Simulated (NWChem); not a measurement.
Species: MnH4O2F2, sextet; SMILES [OH2]->[Mn](<-[OH2])([F])[F]

All runs: NWChem. Pople sets run with spherical d functions. Spin-unrestricted. Coordinates come from a PBE-D3(BJ)/def2-SVP, spin-unrestricted optimisation. No frequency run checked for a minimum. The spin multiplicity was typed, not searched, and may not be the lowest. No stability test was run on the SCF state.

For level PBE/6-31G*:

| Property | Value |
|---|---|
| highest occupied level (eV) | -4.36 |
| lowest empty minus highest occupied level, either spin (eV) | 2.44 |
| dipole (D) | 0.01 |

Q: How do the values read with level PBE/3-21G instead?

A: highest occupied level (eV): -3.89
lowest empty minus highest occupied level, either spin (eV): 2.20
dipole (D): 0.22
